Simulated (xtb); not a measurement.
C6H13, doublet, geometry from GFN2-xTB; GFN2-xTB run with xtb 6.7.1.

Here is a job for xtb.
```
$ xtb mol.xyz --gfn 2 --uhf 1 --ohess --json

# file mol.xyz
19

C      2.41049035    -0.32170320     0.91371510
C      1.57151961    -0.25079038    -0.30065431
C      0.40966998     0.64866289    -0.43689128
C     -0.94297859    -0.10718236    -0.47617380
C     -2.08282331     0.86576106    -0.76064173
C     -1.17964219    -0.84108017     0.83937272
H      2.00808795     0.30595260     1.70571581
H      2.49009629    -1.34802493     1.28583334
H      3.43638330     0.00620230     0.70744873
H      1.79866639    -0.91867284    -1.11540489
H      0.38518179     1.36158618     0.39012731
H      0.48376161     1.21555236    -1.37390764
H     -0.89554694    -0.84346481    -1.28577866
H     -3.03312958     0.33734373    -0.80007415
H     -2.14274236     1.61918421     0.02240389
H     -1.93264884     1.37097698    -1.71238927
H     -1.23336327    -0.13316759     1.66416326
H     -2.11379835    -1.39776809     0.80396475
H     -0.36836326    -1.53770698     1.03553720
```

Problem. What does xtb print? Leave out banner, timings and long lists.

Solution. 
```
   ID    Z sym.   atoms
    1    6 C      1-6
    2    1 H      7-19

           -------------------------------------------------
          |                Calculation Setup                |
           -------------------------------------------------

           -------------------------------------------------
          |                 G F N 2 - x T B                 |
           -------------------------------------------------

          ...................................................
          :                      SETUP                      :
          :.................................................:
          :  # basis functions                  37          :
          :  # atomic orbitals                  37          :
          :  # shells                           25          :
          :  # electrons                        37          :
          :  max. iterations                   250          :
          :  Hamiltonian                  GFN2-xTB          :
          :  restarted?                      false          :
          :  GBSA solvation                  false          :
          :  PC potential                    false          :
          :  electronic temp.          300.0000000     K    :
          :  accuracy                    1.0000000          :
          :  -> integral cutoff          0.2500000E+02      :
          :  -> integral neglect         0.1000000E-07      :
          :  -> SCF convergence          0.1000000E-05 Eh   :
          :  -> wf. convergence          0.1000000E-03 e    :
          :  Broyden damping             0.4000000          :
          :  net charge                          0          :
          :  unpaired electrons                  1          :
          ...................................................

 iter      E             dE          RMSdq      gap      omega  full diag
   1    -19.6561709 -0.196562E+02  0.249E+00    9.83       0.0  T
   2    -19.7003982 -0.442273E-01  0.132E+00    9.79       1.0  T
   3    -19.7012196 -0.821396E-03  0.662E-01    9.93       1.0  T
   4    -19.7013174 -0.977383E-04  0.145E-01    9.87       1.0  T
   5    -19.7014513 -0.133889E-03  0.553E-02    9.90       1.0  T
   6    -19.7014517 -0.428355E-06  0.634E-03    9.90       3.6  T
   7    -19.7014518 -0.807482E-07  0.179E-03    9.90      12.8  T
   8    -19.7014518 -0.639374E-08  0.556E-04    9.90      41.3  T
   9    -19.7014518 -0.864826E-09  0.153E-04    9.90     150.3  T

   *** convergence criteria satisfied after 9 iterations ***

         :::::::::::::::::::::::::::::::::::::::::::::::::::::
         ::                     SUMMARY                     ::
         :::::::::::::::::::::::::::::::::::::::::::::::::::::
         :: total energy             -19.404062608969 Eh    ::
         :: gradient norm              0.000039219015 Eh/a0 ::
         :: HOMO-LUMO gap              9.900773947922 eV    ::
         ::.................................................::
         :: SCC energy               -19.701419485616 Eh    ::
         :: -> isotropic ES            0.004569199042 Eh    ::
         :: -> anisotropic ES          0.006698360475 Eh    ::
         :: -> anisotropic XC          0.012701664118 Eh    ::
         :: -> dispersion             -0.010984415448 Eh    ::
         :: repulsion energy           0.297356876648 Eh    ::
         :: add. restraining           0.000000000000 Eh    ::
         :: total charge               0.000000000000 e     ::
         :::::::::::::::::::::::::::::::::::::::::::::::::::::

      -----------------------------------------------------------
     |                   =====================                   |
     |                        A N C O P T                        |
     |                   =====================                   |
     |               Approximate Normal Coordinate               |
     |                Rational Function Optimizer                |
      -----------------------------------------------------------
      -----------------------------------------------------------
     |                   =====================                   |
     |                        A N C O P T                        |
     |                   =====================                   |
     |               Approximate Normal Coordinate               |
     |                Rational Function Optimizer                |
      -----------------------------------------------------------

          ...................................................
          :                      SETUP                      :
          :.................................................:
          :   optimization level            normal          :
          :   max. optcycles                   200          :
          :   ANC micro-cycles                  20          :
          :   degrees of freedom                51          :
          :.................................................:
          :   RF solver                   davidson          :
          :   write xtbopt.log                true          :
          :   linear?                        false          :
          :   energy convergence         0.5000000E-05 Eh   :
          :   grad. convergence          0.1000000E-02 Eh/α :
          :   maxmium RF displ.          1.0000000          :
          :   Hlow (freq-cutoff)         0.1000000E-01      :
          :   Hmax (freq-cutoff)         5.0000000          :
          :   S6 in model hess.         20.0000000          :
          ...................................................

generating ANC from exact Hessian ...
Using Lindh-Hessian (1995)
 Shifting diagonal of input Hessian by    7.8722252242249685E-003
 Lowest  eigenvalues of input Hessian
    0.000000    0.000000    0.000000    0.000000    0.000000    0.000000
    0.010000    0.010166    0.012637    0.016739    0.017078    0.018203
    0.019045    0.024298    0.027177    0.030214    0.049112    0.060991
[...]
 * total energy  :   -19.4040626 Eh     change       -0.1713119E-10 Eh
   *** GEOMETRY OPTIMIZATION CONVERGED AFTER 1 ITERATIONS ***
         :: total energy             -19.404062608986 Eh    ::
[...]
eigval :     1506.25  1508.71  2884.15  2887.00  2931.38  2935.39
eigval :     2972.86  3022.80  3024.38  3027.18  3031.15  3031.55
eigval :     3034.36  3041.93  3097.11
 reduced masses (amu)
   1:  9.49   2: 10.01   3:  9.07   4: 10.19   5:  9.92   6:  8.56   7:  2.75   8:  6.73
   9:  7.83  10:  1.65  11:  6.04  12:  3.46  13:  8.13  14:  6.45  15:  6.62  16:  7.05
  17:  6.69  18:  8.26  19:  4.31  20:  6.24  21:  3.47  22:  5.93  23:  3.79  24:  4.04
  25:  4.88  26:  7.30  27:  6.77  28:  6.71  29:  5.84  30:  4.40  31:  3.19  32:  4.14
  33:  4.89  34:  6.74  35:  3.13  36:  3.32  37:  3.11  38:  1.63  39:  2.35  40:  1.79
  41:  1.57  42:  1.62  43:  1.56  44:  1.55  45:  1.73  46:  1.87  47:  1.74  48:  1.51
  49:  1.72  50:  1.93  51:  1.87  52:  1.92  53:  1.71  54:  1.72  55:  1.28  56:  1.55
  57:  1.81
 IR intensities (km·mol⁻¹)
   1:  0.01   2:  0.01   3:  0.01   4:  0.00   5:  0.00   6:  0.02   7:  1.97   8:  0.42
   9:  0.04  10:  0.01  11:  0.49  12:  0.08  13:  0.02  14:  3.61  15:  1.64  16:  2.99
  17: 11.61  18:  2.31  19:  2.12  20:  0.46  21:  3.09  22:  4.52  23:  0.45  24:  0.95
  25:  0.75  26:  4.59  27: 12.97  28: 11.99  29:  0.69  30:  7.80  31:  3.85  32:  4.97
  33:  5.62  34: 34.42  35:  3.31  36:  4.91  37:  1.02  38:  3.76  39:  0.31  40:  2.03
  41:  0.24  42:  1.36  43:  2.34  44:  3.19  45: 47.21  46: 40.65  47: 38.64  48: 44.67
  49: 40.39  50:  0.38  51: 10.31  52: 71.44  53: 37.77  54: 84.13  55: 42.98  56: 27.21
  57: 68.78
 Raman intensities (Ä⁴*amu⁻¹)
   1:  0.00   2:  0.00   3:  0.00   4:  0.00   5:  0.00   6:  0.00   7:  0.00   8:  0.00
   9:  0.00  10:  0.00  11:  0.00  12:  0.00  13:  0.00  14:  0.00  15:  0.00  16:  0.00
  17:  0.00  18:  0.00  19:  0.00  20:  0.00  21:  0.00  22:  0.00  23:  0.00  24:  0.00
  25:  0.00  26:  0.00  27:  0.00  28:  0.00  29:  0.00  30:  0.00  31:  0.00  32:  0.00
  33:  0.00  34:  0.00  35:  0.00  36:  0.00  37:  0.00  38:  0.00  39:  0.00  40:  0.00
  41:  0.00  42:  0.00  43:  0.00  44:  0.00  45:  0.00  46:  0.00  47:  0.00  48:  0.00
  49:  0.00  50:  0.00  51:  0.00  52:  0.00  53:  0.00  54:  0.00  55:  0.00  56:  0.00
  57:  0.00
 output can be read by thermo (or use thermo option).
 writing <g98.out> molden fake output.
 recommended (thermochemical) frequency scaling factor: 1.0
           -------------------------------------------------
          |             Thermodynamic Functions             |
           -------------------------------------------------

c1  symmetry found (for desy threshold:  0.10E+00) used in thermo

          ...................................................
          :                      SETUP                      :
          :.................................................:
          :  # frequencies                          51      :
          :  # imaginary freq.                       0      :
          :  linear?                             false      :
          :  only rotor calc.                    false      :
          :  symmetry                               c1      :
          :  rotational number                       1      :
          :  scaling factor                  1.0000000      :
          :  rotor cutoff                   50.0000000 cm⁻¹ :
          :  imag. cutoff                  -20.0000000 cm⁻¹ :
          :.................................................:

    mode    ω/cm⁻¹     T·S(HO)/kcal·mol⁻¹    T·S(FR)/kcal·mol⁻¹   T·S(vib)
   ------------------------------------------------------------------------
       1     45.83    -1.48767 ( 41.38%)    -1.08184 ( 58.62%)    -1.24977
       2     52.30    -1.40983 ( 54.48%)    -1.04280 ( 45.52%)    -1.24275
       3     76.44    -1.18672 ( 84.53%)    -0.93050 ( 15.47%)    -1.14707
       4    205.47    -0.62120 ( 99.65%)    -0.63776 (  0.35%)    -0.62126
       5    219.64    -0.58498 ( 99.73%)    -0.61801 (  0.27%)    -0.58507
       6    240.63    -0.53613 ( 99.81%)    -0.59098 (  0.19%)    -0.53623
   ------------------------------------------------------------------------

   temp. (K)  partition function   enthalpy   heat capacity  entropy
                                   cal/mol     cal/K/mol   cal/K/mol   J/K/mol
 298.15  VIB   627.                 3826.228     23.398     24.142
         ROT  0.189E+06              888.752      2.981     27.129
         INT  0.119E+09             4714.981     26.378     51.271
         TR   0.760E+27             1481.254      4.968     39.222
         TOT                        6196.2345    31.3466    90.4924   378.6202

       T/K    H(0)-H(T)+PV         H(T)/Eh          T*S/Eh         G(T)/Eh
   ------------------------------------------------------------------------
    298.15    0.987433E-02    0.181326E+00    0.429959E-01    0.138330E+00
   ------------------------------------------------------------------------

         :::::::::::::::::::::::::::::::::::::::::::::::::::::
         ::                  THERMODYNAMIC                  ::
         :::::::::::::::::::::::::::::::::::::::::::::::::::::
         :: total free energy         -19.265732599122 Eh   ::
         ::.................................................::
         :: total energy              -19.404062608986 Eh   ::
         :: zero point energy           0.171451536533 Eh   ::
         :: G(RRHO) w/o ZPVE           -0.033121526669 Eh   ::
         :: G(RRHO) contrib.            0.138330009864 Eh   ::
         :::::::::::::::::::::::::::::::::::::::::::::::::::::

optimized geometry written to: xtbopt.xyz

           -------------------------------------------------
          | TOTAL ENERGY              -19.404062608986 Eh   |
          | TOTAL ENTHALPY            -19.222736744318 Eh   |
          | TOTAL FREE ENERGY         -19.265732599122 Eh   |
          | GRADIENT NORM               0.000039530193 Eh/α |
          | HOMO-LUMO GAP               9.900781649609 eV   |
           -------------------------------------------------

normal termination of xtb
```
